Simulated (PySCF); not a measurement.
Compound: cyanoethynyl isothiocyanate, C₄N₂S.
Numbering: `[N:1]#[C:2][C:3]#[C:4][N:5]=[C:6]=[S:7]`

Computed, not measured: PySCF 2.14.0, PBE0-D3(BJ)/def2-SVP geometry optimisation, gas phase.

(1) Give the optimised bond lengths and angles.

## Answers

(1) 
```csv
bond,length (Å)
N1≡C2,1.165
C2–C3,1.367
C3≡C4,1.224
C4–N5,1.279
N5=C6,1.200
C6=S7,1.561
```

A selection of angles:
```csv
angle,degrees
N1–C2–C3,179.9
C2–C3–C4,179.9
C3–C4–N5,180.0
C4–N5–C6,179.4
N5–C6–S7,179.8
```

The C–N distances run from 1.165 Å (N1≡C2, drawn triple) to 1.279 Å (C4–N5, drawn single), a spread of 0.114 Å. The C–C distances run from 1.224 Å (C3≡C4, drawn triple) to 1.367 Å (C2–C3, drawn single), a spread of 0.143 Å.

Point group: C∞v (tolerance 0.08 Å). No PBE0-D3(BJ)/def2-SVP frequencies stand behind this structure, so it isn't proved a minimum.
